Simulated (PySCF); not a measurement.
Molecule: SMILES FC(C1=CC[C@@H]1C#N)(F)F, C6H4F3N.

Bonds (- single, = double, # triple, : aromatic): N1#C2, C2-C3, C3-C4, C4-C5, C5=C6, C6-C7, C7-F8, C7-F9, C7-F10, C6-C3. C3 carries H11; C4 carries H12, H13; C5 carries H14. Stereochemistry as in N#C[C@H]1CC=C1C(F)(F)F. H13 is cis to C2 on the ring; H12 is trans to C2 on the ring.

Frames of a GFN2-xTB Langevin trajectory at 300 K; GIAO PBE0/pcSseg-1 shieldings in PySCF, gas phase, non-relativistic; equivalent atoms averaged within each frame.

Chemical shifts δ = σref − σ; 15N (267.73 ppm) vs NH3; TMS for 13C (186.93 ppm), 1H (31.72 ppm); 19F (170.95 ppm) vs CFCl3, all at this level. The references are static minima.

How do the shifts (ppm) fluctuate along the trajectory?

Answers


```
         time (fs)     N1     C5     C6     C7     C2    C4    C3  F8/F9/F10   H14   H13
optimised geometry  306.8  152.4  142.6  128.1  121.6  36.0  28.3      -82.4  6.87  2.79
               250  303.7  149.7  140.5  129.3  122.8  39.5  30.0      -70.5  6.99  4.11
               425  303.3  150.2  154.1  127.8  119.2  43.3  22.3      -82.4  7.57  3.13
               625  309.0  156.8  139.7  137.6  121.4  49.9  31.2      -52.1  7.66  4.49
               800  322.6  169.1  150.3  136.6  126.5  41.4  32.2      -57.8  7.55  3.13
              1000  307.6  160.4  153.0  127.1  118.1  37.0  37.2      -78.4  7.18  3.40
    mean of frames  309.3  157.3  147.5  131.7  121.6  42.2  30.6      -68.2  7.39  3.65
standard deviation    7.8    8.0    6.9    5.0    3.3   4.9   5.3       13.0  0.29  0.62
```

5 frames give an uncertainty of the mean of about the standard deviation over 2.2 at best, since frames this close in time may not be independent; classical motion lacks zero-point vibration, and the reference would need the same averaging.
